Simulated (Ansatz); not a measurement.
`[OH][Ta]([F])([F])([F])[F]` + H₂O → `[OH][Ta]([OH])([F])([F])[F]` + H–F at 298.15 K and 1 bar (formal hydrolysis of a Ta–F bond).

Calculated with Ansatz (gas phase, PBE0-D4/def2-TZVP geometries, no zero-point term in ΔE). CCSD(T)/CBS adds triple-zeta CCSD(T) − MP2 to the extrapolated MP2 energy (def2 sets, frozen cores). This one scheme is used for every species. Elements past krypton have def2 core potentials. For Ta outer-core shells are correlated without core-valence functions, which leaves a few kJ/mol of doubt a bond. Each species was taken in one conformer, which may not be the lowest.

```json
{"species": "`[OH][Ta]([F])([F])([F])[F]`", "CCSD(T)/CBS energy (Eh)": "-532.15329", "H − E (kJ/mol)": "81.3", "S (J/(mol·K))": "369.1"}
{"species": "H₂O", "CCSD(T)/CBS energy (Eh)": "-76.37941", "H − E (kJ/mol)": "66.4", "S (J/(mol·K))": "188.7"}
{"species": "`[OH][Ta]([OH])([F])([F])[F]`", "CCSD(T)/CBS energy (Eh)": "-508.12545", "H − E (kJ/mol)": "111.4", "S (J/(mol·K))": "389.7"}
{"species": "H–F", "CCSD(T)/CBS energy (Eh)": "-100.39570", "H − E (kJ/mol)": "33.5", "S (J/(mol·K))": "173.6"}
```

H − E and S are ideal-gas, rigid-rotor, harmonic terms from PBE0-D4/def2-TZVP, for one conformer and one mirror image of each species. 1 Eh = 2625.50 kJ/mol, R = 8.31446 J/(mol·K).

By hand: ΔE, ΔH, ΔS and ΔG.

ΔE = (-508.12545) + (-100.39570) − (-532.15329) − (-76.37941) = 0.01155 Eh = 30.3 kJ/mol. Δ(H − E) = 111.4 + 33.5 − 81.3 − 66.4 = -2.8, so ΔH = 27.5 kJ/mol. ΔS = 389.7 + 173.6 − 369.1 − 188.7 = 5.5 J/(mol·K). ΔG = 27.5 − 298.15 × (5.5)/1000 = 25.9 kJ/mol.

By hand: the equilibrium constant, and the temperature at which ΔG would vanish if ΔH and ΔS stayed fixed.

log₁₀ K = −ΔG/(RT ln 10) = -4.5. ΔG = 0 at ΔH/ΔS = 5000 K, far beyond where these terms or the molecules hold.

The number of gas molecules stays the same, so ΔS is small and ΔH decides. A doubt of 5 kJ/mol in ΔE shifts log₁₀ K by 0.9 here. Other conformers and mirror images would add mixing entropy, several J/(mol·K) or more a flexible species. These are equilibria of isolated gas molecules and say nothing of rates. Largest T1 diagnostic: 0.018 (customary marks: 0.02 for closed shells, 0.045 for open ones).
